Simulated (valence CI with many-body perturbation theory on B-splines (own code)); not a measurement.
E1 transitions of Hg VIII

Computed by relativistic CI+MBPT: five valence electrons over a frozen Dirac-Fock core [Xe] 4f14, a basis of 7 s, 7 p, 8 d, 6 f, 4 g, 1 h functions for each j, with the one-electron correlation potential Σ1, the two-electron term Σ2, the three-electron term Σ3, Breit, model QED; selected CI, second order for the rest, scaled by the run's own slope (own B-spline code, finite nucleus).

No measured levels were compared; by estimate terms of the open shell hold to 2 to 4 % of their energy, and close levels can change places; different configurations can be misplaced against each other by 1,000 to 8,000 cm⁻¹. Among the levels kept, up to 1200 cm⁻¹ of a level comes from second order outside the variational space, and about a tenth of that is noise between levels of different J, which matters for small intervals. The list stops below the first excitations out of the core.

Lines 101 to 150 of 539 in falling wavelength, among levels below 346820 cm⁻¹, chosen from the strongest by gf and those to the six lowest levels. Wavelengths and rates use the calculated energies, so an error of 2000 cm⁻¹ moves a line at 1048 Å by 2.1 % and its rate by three times that or more. Electric multipoles are in the length gauge, E1 and E2 with the static RPA response of the core. Weak lines are less certain than strong ones. Lines between different terms over intervals too small for the method are left out, as are lines whose strength nearly cancels. Where a level lies close to another of its J and parity, the split of strength between their lines is uncertain. The highest levels of a list are the least certain.

Levels are named by their leading jj configuration (3d3/2^4 stands for four electrons in 3d with j = 3/2), which in mixed levels can hold well under half, so a name can repeat and another be missing. Letters in brackets count levels of one name in rising energy.

| λ vac (Å) | Upper | Lower | A (s⁻¹) | S (a.u.) with core polarisation | S without |
| --- | --- | --- | --- | --- | --- |
| 1048 | (5d3/2 5d5/2^3 6p1/2) J=7/2 | (5d3/2 5d5/2^3 6s) J=7/2 [a] | 1.26e+08 | 5.73e-01 | 7.06e-01 |
| 1047 | (5d3/2^2 5d5/2^2 6p1/2) J=3/2 [d] | (5d3/2^2 5d5/2^2 6s) J=3/2 [c] | 2.00e+08 | 4.53e-01 | 5.57e-01 |
| 1046 | (5d3/2^2 5d5/2^2 6p1/2) J=5/2 [a] | (5d3/2^2 5d5/2^2 6s) J=5/2 [b] | 3.56e+08 | 1.21e+00 | 1.49e+00 |
| 1045 | (5d3/2^2 5d5/2^2 6p1/2) J=7/2 [d] | (5d3/2^2 5d5/2^2 6s) J=9/2 [d] | 1.13e+08 | 5.08e-01 | 6.28e-01 |
| 1044 | (5d3/2^3 5d5/2 6p1/2) J=3/2 | (5d3/2^2 5d5/2^2 6s) J=5/2 [a] | 9.13e+07 | 2.05e-01 | 2.54e-01 |
| 1044 | (5d3/2^2 5d5/2^2 6p1/2) J=5/2 [d] | (5d3/2^2 5d5/2^2 6s) J=5/2 [e] | 2.32e+08 | 7.83e-01 | 9.63e-01 |
| 1044 | (5d3/2^2 5d5/2^2 6p1/2) J=7/2 [b] | (5d3/2^2 5d5/2^2 6s) J=5/2 [c] | 1.93e+08 | 8.66e-01 | 1.06e+00 |
| 1042 | (5d3/2^2 5d5/2^2 6p1/2) J=5/2 [a] | (5d3/2^2 5d5/2^2 6s) J=7/2 [b] | 2.80e+08 | 9.39e-01 | 1.16e+00 |
| 1042 | (5d3/2^2 5d5/2^2 6p1/2) J=11/2 [a] | (5d3/2^2 5d5/2^2 6s) J=13/2 | 8.46e+07 | 5.67e-01 | 7.01e-01 |
| 1042 | (5d3/2^3 5d5/2 6p3/2) J=5/2 [a] | (5d3/2^2 5d5/2^2 6s) J=5/2 [d] | 6.93e+07 | 2.32e-01 | 2.86e-01 |
| 1039 | (5d3/2^3 5d5/2 6p1/2) J=5/2 [b] | (5d3/2^3 5d5/2 6s) J=3/2 [b] | 5.73e+07 | 1.90e-01 | 2.31e-01 |
| 1037 | (5d3/2^2 5d5/2^2 6p1/2) J=3/2 [b] | (5d3/2^2 5d5/2^2 6s) J=3/2 [a] | 2.51e+08 | 5.52e-01 | 6.82e-01 |
| 1036 | (5d3/2^2 5d5/2^2 6p1/2) J=9/2 [b] | (5d3/2^2 5d5/2^2 6s) J=9/2 [b] | 4.27e+08 | 2.34e+00 | 2.88e+00 |
| 1034 | (5d3/2^2 5d5/2^2 6p1/2) J=7/2 [e] | (5d3/2^2 5d5/2^2 6s) J=9/2 [d] | 2.08e+07 | 9.07e-02 | 1.13e-01 |
| 1032 | (5d3/2^2 5d5/2^2 6p1/2) J=5/2 [c] | (5d3/2^2 5d5/2^2 6s) J=7/2 [d] | 3.94e+08 | 1.28e+00 | 1.58e+00 |
| 1031 | (5d3/2^3 5d5/2 6p1/2) J=7/2 [b] | (5d3/2^3 5d5/2 6s) J=7/2 | 2.74e+08 | 1.19e+00 | 1.46e+00 |
| 1030 | (5d3/2^2 5d5/2^2 6p1/2) J=9/2 [c] | (5d3/2^2 5d5/2^2 6s) J=7/2 [d] | 2.78e+07 | 1.50e-01 | 1.83e-01 |
| 1027 | (5d3/2^2 5d5/2^2 6p1/2) J=9/2 [c] | (5d3/2^2 5d5/2^2 6s) J=11/2 [b] | 3.89e+07 | 2.08e-01 | 2.57e-01 |
| 1027 | (5d3/2^2 5d5/2^2 6p1/2) J=3/2 [b] | (5d3/2^2 5d5/2^2 6s) J=5/2 [b] | 3.29e+08 | 7.04e-01 | 8.67e-01 |
| 1025 | (5d3/2^3 5d5/2 6p3/2) J=5/2 [b] | (5d3/2^2 5d5/2^2 6s) J=5/2 [e] | 1.23e+08 | 3.92e-01 | 4.82e-01 |
| 1024 | (5d3/2^2 5d5/2^2 6p1/2) J=1/2 [a] | (5d3/2^2 5d5/2^2 6s) J=1/2 [a] | 1.15e+09 | 1.22e+00 | 1.50e+00 |
| 1024 | (5d3/2^2 5d5/2^2 6p1/2) J=7/2 [b] | (5d3/2^2 5d5/2^2 6s) J=7/2 [c] | 2.61e+08 | 1.11e+00 | 1.36e+00 |
| 1023 | (5d3/2^2 5d5/2^2 6p1/2) J=11/2 [b] | (5d3/2^2 5d5/2^2 6s) J=11/2 [b] | 4.91e+08 | 3.11e+00 | 3.81e+00 |
| 1022 | (5d3/2^2 5d5/2^2 6p1/2) J=5/2 [b] | (5d3/2^2 5d5/2^2 6s) J=3/2 [b] | 2.81e+07 | 8.88e-02 | 1.10e-01 |
| 1020 | (5d3/2 5d5/2^3 6p1/2) J=7/2 | (5d3/2^2 5d5/2^2 6s) J=5/2 [e] | 1.67e+07 | 7.02e-02 | 8.63e-02 |
| 1020 | (5d3/2^2 5d5/2^2 6p1/2) J=7/2 [c] | (5d3/2^2 5d5/2^2 6s) J=7/2 [d] | 5.18e+08 | 2.17e+00 | 2.67e+00 |
| 1018 | (5d3/2^2 5d5/2^2 6p1/2) J=5/2 [d] | (5d3/2^2 5d5/2^2 6s) J=3/2 [c] | 1.31e+08 | 4.09e-01 | 5.02e-01 |
| 1017 | (5d3/2^2 5d5/2^2 6p1/2) J=9/2 [c] | (5d3/2^2 5d5/2^2 6s) J=9/2 [c] | 5.30e+08 | 2.75e+00 | 3.39e+00 |
| 1016 | (5d3/2^3 5d5/2 6p1/2) J=5/2 [a] | (5d3/2^2 5d5/2^2 6s) J=7/2 [a] | 1.66e+08 | 5.14e-01 | 6.35e-01 |
| 1016 | (5d3/2^2 5d5/2^2 6p1/2) J=7/2 [d] | (5d3/2^2 5d5/2^2 6s) J=7/2 [e] | 1.77e+08 | 7.33e-01 | 9.03e-01 |
| 1016 | (5d3/2^2 5d5/2^2 6p1/2) J=3/2 [a] | (5d3/2^3 5d5/2 6s) J=1/2 | 2.44e+07 | 5.05e-02 | 6.15e-02 |
| 1014 | (5d3/2^2 5d5/2^2 6p1/2) J=7/2 [b] | (5d3/2^2 5d5/2^2 6s) J=5/2 [b] | 2.37e+08 | 9.76e-01 | 1.20e+00 |
| 1014 | (5d3/2^2 5d5/2^2 6p1/2) J=3/2 [c] | (5d3/2^2 5d5/2^2 6s) J=3/2 [b] | 6.72e+08 | 1.38e+00 | 1.71e+00 |
| 1011 | (5d3/2^2 5d5/2^2 6p1/2) J=7/2 [b] | (5d3/2^2 5d5/2^2 6s) J=7/2 [b] | 2.64e+08 | 1.07e+00 | 1.32e+00 |
| 1011 | (5d3/2^2 5d5/2^2 6p1/2) J=5/2 [c] | (5d3/2^2 5d5/2^2 6s) J=5/2 [d] | 5.84e+08 | 1.78e+00 | 2.20e+00 |
| 1010 | (5d3/2^2 5d5/2^2 6p1/2) J=5/2 [b] | (5d3/2^2 5d5/2^2 6s) J=5/2 [c] | 4.39e+08 | 1.34e+00 | 1.65e+00 |
| 1009 | (5d3/2^2 5d5/2^2 6p3/2) J=9/2 | (5d3/2^2 5d5/2^2 6s) J=9/2 [d] | 2.17e+08 | 1.10e+00 | 1.36e+00 |
| 1007 | (5d3/2^2 5d5/2^2 6p1/2) J=7/2 [c] | (5d3/2^2 5d5/2^2 6s) J=9/2 [c] | 2.64e+08 | 1.07e+00 | 1.32e+00 |
| 1007 | (5d3/2^4 6p1/2) J=1/2 | (5d3/2^4 6s) J=1/2 | 1.44e+09 | 1.45e+00 | 1.79e+00 |
| 1006 | (5d3/2^2 5d5/2^2 6p1/2) J=7/2 [e] | (5d3/2^2 5d5/2^2 6s) J=7/2 [e] | 1.24e+08 | 4.97e-01 | 6.10e-01 |
| 1002 | (5d3/2^2 5d5/2^2 6p1/2) J=11/2 [a] | (5d3/2^2 5d5/2^2 6s) J=11/2 [a] | 7.62e+08 | 4.55e+00 | 5.61e+00 |
| 1002 | (5d3/2^2 5d5/2^2 6p1/2) J=7/2 [a] | (5d3/2^2 5d5/2^2 6s) J=9/2 [a] | 6.68e+08 | 2.66e+00 | 3.28e+00 |
| 1002 | (5d3/2^2 5d5/2^2 6p1/2) J=3/2 [c] | (5d3/2^2 5d5/2^2 6s) J=5/2 [c] | 6.84e+07 | 1.36e-01 | 1.68e-01 |
| 1001 | (5d3/2 5d5/2^3 6p1/2) J=7/2 | (5d3/2^2 5d5/2^2 6s) J=9/2 [d] | 6.40e+08 | 2.54e+00 | 3.13e+00 |
| 1000 | (5d3/2^3 5d5/2 6p1/2) J=7/2 [a] | (5d3/2^3 5d5/2 6s) J=9/2 | 2.26e+08 | 8.92e-01 | 1.10e+00 |
| 1000 | (5d3/2^3 5d5/2 6p3/2) J=5/2 [b] | (5d3/2^2 5d5/2^2 6s) J=3/2 [c] | 7.46e+07 | 2.21e-01 | 2.70e-01 |
| 999.4 | (5d3/2^2 5d5/2^2 6p1/2) J=7/2 [c] | (5d3/2^2 5d5/2^2 6s) J=5/2 [d] | 1.58e+08 | 6.22e-01 | 7.66e-01 |
| 999.2 | (5d3/2^2 5d5/2^2 6p1/2) J=13/2 | (5d3/2^2 5d5/2^2 6s) J=13/2 | 7.86e+08 | 5.42e+00 | 6.68e+00 |
| 998.9 | (5d3/2^2 5d5/2^2 6p1/2) J=7/2 [d] | (5d3/2^2 5d5/2^2 6s) J=7/2 [d] | 1.56e+08 | 6.15e-01 | 7.59e-01 |
| 997.2 | (5d3/2^2 5d5/2^2 6p1/2) J=1/2 [b] | (5d3/2^2 5d5/2^2 6s) J=3/2 [b] | 8.92e+08 | 8.73e-01 | 1.08e+00 |
